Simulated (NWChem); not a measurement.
System: BF$_{2}$ cation

Input file for NWChem:

```
start job
memory heap 200 mb stack 900 mb global 1100 mb
charge 1
geometry units angstroms
  F      0.000000     0.000000    -1.226433
  B      0.000000     0.000000     0.000000
  F      0.000000     0.000000     1.226433
end
basis spherical
  F library 6-31g*
  B library 6-31g*
end
dft
  xc b3lyp
  iterations 150
end
driver
  maxiter 120
end
task dft optimize
task dft freq
```

Output (shortened):

```
             Northwest Computational Chemistry Package (NWChem) 7.3.0
             --------------------------------------------------------

 ORDER OF PRIMARY AXIS IS BEING SET TO 4
 D4H symmetry detected

 AUTOZ failed to generate good internal coordinates.
 Cartesian coordinates will be used in optimizations.

                             Geometry "geometry" -> ""
                             -------------------------

 Output coordinates in angstroms (scale by  1.889725989 to convert to a.u.)

  No.       Tag          Charge          X              Y              Z
 ---- ---------------- ---------- -------------- -------------- --------------
    1 F                    9.0000     0.00000000     0.00000000    -1.22643300
    2 B                    5.0000     0.00000000     0.00000000     0.00000000
    3 F                    9.0000     0.00000000     0.00000000     1.22643300

 Effective nuclear repulsion energy (a.u.)      56.3077077953

      Symmetry information
      --------------------

 Group name             D4h
 Group number             28
 Group order              16
 No. of unique centers     2

                           NWChem Geometry Optimization
                           ----------------------------

 maximum gradient threshold         (gmax) =   0.000450
 rms gradient threshold             (grms) =   0.000300
 maximum cartesian step threshold   (xmax) =   0.001800
 rms cartesian step threshold       (xrms) =   0.001200
 fixed trust radius                (trust) =   0.300000
 source of zmatrix                         =

          -------------------
          Energy Minimization
          -------------------

 Using diagonal initial Hessian

          --------
          Step   0

                                 NWChem DFT Module
                                 -----------------

 Summary of "ao basis" -> "ao basis" (spherical)
 ------------------------------------------------------------------------------
       Tag                 Description            Shells   Functions and Types
 ---------------- ------------------------------  ------  ---------------------
 F                           6-31g*                  6       14   3s2p1d
 B                           6-31g*                  6       14   3s2p1d

      Symmetry analysis of basis
      --------------------------

        a1g        10
        a1u         0
        a2g         0
        a2u         8
        b1g         2
        b1u         1
        b2g         2
        b2u         1
        eg          8
        eu         10

            General Information
            -------------------
          SCF calculation type: DFT
          Wavefunction type:  closed shell.
          No. of atoms     :     3
          No. of electrons :    22
           Alpha electrons :    11
            Beta electrons :    11
          Charge           :     1
          Spin multiplicity:     1
          Use of symmetry is: on ; symmetry adaption is: on
          Maximum number of iterations: 150
          AO basis - number of functions:    42
                     number of shells:    18
          Convergence on energy requested:  1.00D-06
          Convergence on density requested:  1.00D-05
          Convergence on gradient requested:  5.00D-04

              XC Information
              --------------
                         B3LYP Method XC Potential
                     Hartree-Fock (Exact) Exchange  0.200
                        Slater Exchange Functional  0.800 local
                    Becke 1988 Exchange Functional  0.720 non-local
              Lee-Yang-Parr Correlation Functional  0.810
                  VWN I RPA Correlation Functional  0.190 local

             Grid Information
             ----------------
          Grid used for XC integration:  medium
          Radial quadrature: Mura-Knowles
          Angular quadrature: Lebedev.
          Tag              B.-S. Rad. Rad. Pts. Rad. Cut. Ang. Pts.
          ---              ---------- --------- --------- ---------
          F                   0.50       49           6.0       434
          B                   0.85       49           5.0       434
          Grid pruning is: on
          Number of quadrature shells:    98
          Spatial weights used:  Erf1

      Superposition of Atomic Density Guess
      -------------------------------------

 Sum of atomic energies:        -223.27075254

 Renormalizing density from      23.00 to     22

      Non-variational initial energy
      ------------------------------

 Total energy =    -217.795295
 1-e energy   =    -403.646160
 2-e energy   =     129.543158
 HOMO         =      -1.185636
 LUMO         =      -0.378018

      Symmetry analysis of molecular orbitals - initial
      -------------------------------------------------

 !! scf_movecs_sym_adapt:    6 vectors were symmetry contaminated

  Symmetry fudging

 !! scf_movecs_sym_adapt:    4 vectors were symmetry contaminated

  Numbering of irreducible representations:

     1 a1g         2 a1u         3 a2g         4 a2u         5 b1g
     6 b1u         7 b2g         8 b2u         9 eg         10 eu

  Orbital symmetries:

     1 a1g         2 a2u         3 a1g         4 a1g         5 a2u
     6 a1g         7 a2u         8 eu          9 eu         10 eg
    11 eg         12 a1g        13 eu         14 eu         15 a2u
    16 eu         17 eu         18 a1g        19 a2u        20 eg
    21 eg

   convergence    iter        energy       DeltaE   RMS-Dens  Diis-err
 ---------------- ----- ----------------- --------- --------- ---------
 d= 0,ls=0.0,diis     1   -223.9927693977 -2.80D+02  3.91D-02  2.95D+00
 d= 0,ls=0.0,diis     2   -223.4733508164  5.19D-01  2.49D-02  9.60D+00
 d= 0,ls=0.0,diis     3   -224.2466560435 -7.73D-01  1.07D-03  4.59D-03
 d= 0,ls=0.0,diis     4   -224.2471940107 -5.38D-04  1.45D-04  1.22D-04
 d= 0,ls=0.0,diis     5   -224.2472061260 -1.21D-05  1.25D-05  2.16D-06
 d= 0,ls=0.0,diis     6   -224.2472062781 -1.52D-07  3.98D-06  1.14D-07

         Total DFT energy =     -224.247206278133
      One electron energy =     -414.756192208686
           Coulomb energy =      158.915616285277
    Exchange-Corr. energy =      -24.714338149982
 Nuclear repulsion energy =       56.307707795257

 Numeric. integr. density =       22.000000510620

                  Occupations of the irreducible representations
                  ----------------------------------------------

                     irrep           alpha         beta
                     --------     --------     --------
                     a1g               4.0          4.0
                     a1u               0.0          0.0
                     a2g               0.0          0.0
                     a2u               3.0          3.0
                     b1g               0.0          0.0
                     b1u               0.0          0.0
                     b2g               0.0          0.0
                     b2u               0.0          0.0
                     eg                2.0          2.0
                     eu                2.0          2.0

                       DFT Final Molecular Orbital Analysis
                       ------------------------------------

 Vector    9  Occ=2.000000D+00  E=-8.699065D-01  Symmetry=eu
              MO Center= -7.1D-15,  9.8D-15,  1.3D-12, r^2= 1.7D+00
   Bfn.  Coefficient  Atom+Function         Bfn.  Coefficient  Atom+Function
  ----- ------------  ---------------      ----- ------------  ---------------
     3      0.405371  1 F  px                31      0.405371  3 F  px
    17      0.246792  2 B  px                 7      0.241813  1 F  px
    35      0.241813  3 F  px                 4     -0.146129  1 F  py
    32     -0.146129  3 F  py                18     -0.088964  2 B  py
     8     -0.087169  1 F  py                36     -0.087169  3 F  py

 Vector   10  Occ=2.000000D+00  E=-8.144315D-01  Symmetry=eg
              MO Center=  8.6D-15,  8.4D-15, -1.4D-12, r^2= 1.8D+00
   Bfn.  Coefficient  Atom+Function         Bfn.  Coefficient  Atom+Function
  ----- ------------  ---------------      ----- ------------  ---------------
     3      0.344591  1 F  px                31     -0.344591  3 F  px
     4      0.337772  1 F  py                32     -0.337772  3 F  py
     7      0.220784  1 F  px                35     -0.220784  3 F  px
     8      0.216415  1 F  py                36     -0.216415  3 F  py
    27      0.039381  2 B  d  1              25     -0.038602  2 B  d -1

 Vector   11  Occ=2.000000D+00  E=-8.144315D-01  Symmetry=eg
              MO Center=  2.5D-16, -1.9D-16,  1.3D-14, r^2= 1.8D+00
   Bfn.  Coefficient  Atom+Function         Bfn.  Coefficient  Atom+Function
  ----- ------------  ---------------      ----- ------------  ---------------
     4     -0.344591  1 F  py                32      0.344591  3 F  py
     3      0.337772  1 F  px                31     -0.337772  3 F  px
     8     -0.220784  1 F  py                36      0.220784  3 F  py
     7      0.216415  1 F  px                35     -0.216415  3 F  px
    25      0.039381  2 B  d -1              27      0.038602  2 B  d  1

 Vector   12  Occ=0.000000D+00  E=-3.117160D-01  Symmetry=a1g
              MO Center= -2.0D-16,  3.2D-16,  1.5D-17, r^2= 1.9D+00
   Bfn.  Coefficient  Atom+Function         Bfn.  Coefficient  Atom+Function
  ----- ------------  ---------------      ----- ------------  ---------------
    20      1.255519  2 B  s                  6     -0.423630  1 F  s
    34     -0.423630  3 F  s                  5     -0.248004  1 F  pz
    33      0.248004  3 F  pz                 9     -0.233533  1 F  pz
    37      0.233533  3 F  pz                16      0.179989  2 B  s
    15     -0.147365  2 B  s                  2     -0.133092  1 F  s

 Vector   13  Occ=0.000000D+00  E=-3.033845D-01  Symmetry=eu
              MO Center=  4.1D-17, -8.4D-17,  6.8D-16, r^2= 1.4D+00
   Bfn.  Coefficient  Atom+Function         Bfn.  Coefficient  Atom+Function
  ----- ------------  ---------------      ----- ------------  ---------------
    18      0.548119  2 B  py                17      0.434012  2 B  px
    22      0.359302  2 B  py                21      0.284503  2 B  px
     4     -0.228970  1 F  py                32     -0.228970  3 F  py
     8     -0.199877  1 F  py                36     -0.199877  3 F  py
     3     -0.181303  1 F  px                31     -0.181303  3 F  px

[...]

      ----------------------
      Optimization converged
      ----------------------

  Step       Energy      Delta E   Gmax     Grms     Xrms     Xmax
  ---- ---------------- -------- -------- -------- -------- --------
@    2    -224.24738197 -1.9D-08  0.00000  0.00000  0.00003  0.00007
                                     ok       ok       ok       ok

                         Geometry "geometry" -> "geometry"
                         ---------------------------------

 Output coordinates in angstroms (scale by  1.889725989 to convert to a.u.)

  No.       Tag          Charge          X              Y              Z
 ---- ---------------- ---------- -------------- -------------- --------------
    1 F                    9.0000     0.00000000     0.00000000    -1.23448749
    2 B                    5.0000     0.00000000     0.00000000     0.00000000
    3 F                    9.0000     0.00000000     0.00000000     1.23448749

 Effective nuclear repulsion energy (a.u.)      55.9403248883

      Symmetry information
      --------------------

 Group name             D4h
 Group number             28
 Group order              16
 No. of unique centers     2

 ==============================================================================
                                internuclear distances
 ------------------------------------------------------------------------------
       center one      |      center two      | atomic units |  angstroms
 ------------------------------------------------------------------------------
    2 B                |   1 F                |     2.33284  |     1.23449
    3 F                |   2 B                |     2.33284  |     1.23449
 ------------------------------------------------------------------------------
                         number of included internuclear distances:          2
 ==============================================================================

[second-derivative integrals and response iterations left out]

  Vibrational analysis via the FX method

  See chapter 2 in "Molecular Vibrations" by Wilson, Decius and Cross

  Vib: Default input used

 ---------------------------- Atom information ----------------------------
     atom    #        X              Y              Z            mass
 --------------------------------------------------------------------------
    F        1  0.0000000D+00  0.0000000D+00 -2.3328431D+00  1.8998400D+01
    B        2  0.0000000D+00  0.0000000D+00  0.0000000D+00  1.1009310D+01
    F        3  0.0000000D+00  0.0000000D+00  2.3328431D+00  1.8998400D+01
 --------------------------------------------------------------------------

[unprojected Hessian and modes left out]

        Vibrational analysis via the FX method
  --- with translations and rotations projected out ---
  --- via the Eckart algorithm                      ---
 Dependent rotation vector no.                    3
  found in ECKART; assuming linear geometry
 Projected Nuclear Hessian trans-rot subspace norm:1.2370D-32
                         (should be close to zero!)

[projected Hessian left out]

 Rotational Constants
 --------------------
 A=   0.000000 cm-1  (  0.000000 K)
 B=   0.291125 cm-1  (  0.418855 K)
 C=   0.291125 cm-1  (  0.418855 K)

 Temperature                      =   298.15K
 frequency scaling parameter      =   1.0000

 Linear Molecule

 Zero-Point correction to Energy  =    5.632 kcal/mol  (  0.008975 au)
 Thermal correction to Energy     =    7.495 kcal/mol  (  0.011944 au)
 Thermal correction to Enthalpy   =    8.087 kcal/mol  (  0.012888 au)

 Total Entropy                    =   53.082 cal/mol-K
   - Translational                =   37.575 cal/mol-K (mol. weight =  49.0061)
   - Rotational                   =   13.655 cal/mol-K (symmetry #  =        2)
   - Vibrational                  =    1.851 cal/mol-K

 Cv (constant volume heat capacity) =    8.172 cal/mol-K
   - Translational                  =    2.979 cal/mol-K
   - Rotational                     =    1.986 cal/mol-K
   - Vibrational                    =    3.206 cal/mol-K

[normal modes left out]

 ----------------------------------------------------------------------------
 Normal Eigenvalue ||           Projected Infra Red Intensities
  Mode   [cm**-1]  || [atomic units] [(debye/angs)**2] [(KM/mol)] [arbitrary]
 ------ ---------- || -------------- ----------------- ---------- -----------
    1       -0.000 ||    0.008912           0.206         8.688       1.058
    2        0.000 ||    0.011494           0.265        11.205       1.365
    3        0.000 ||    0.011494           0.265        11.205       1.365
    4        0.000 ||    0.008912           0.206         8.688       1.058
    5        0.000 ||    0.020406           0.471        19.892       2.423
    6      422.977 ||    0.135603           3.128       132.192      16.103
    7      422.977 ||    0.135603           3.128       132.192      16.103
    8     1018.022 ||    0.000000           0.000         0.000       0.000
    9     2077.457 ||    0.425474           9.816       414.773      50.525
 ----------------------------------------------------------------------------
```

Level: B3LYP/6-31G* (spherical d).
